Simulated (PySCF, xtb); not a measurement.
Si(Cl)(OH)2(NH2) (ClH4NO2Si), SMILES N[Si](O)(O)Cl.

xtb 6.7.1 with GFN2-xTB at its own geometry gives an orbital gap of 8.06 eV and a dipole moment of 2.33 D.

Geometry: PBE0-D3(BJ)/def2-SVP. The structure was generated by enumeration, and PubChem lists no compound with its InChIKey, so it may never have been made. The values are those of a single conformer.

Question: What does r2SCAN/def2-TZVP in PySCF give? (Estimate from the structure and the level; the computed values follow.)

Answer: gap 7.18 eV (levels -6.87 and 0.31 eV), dipole 1.53 D.
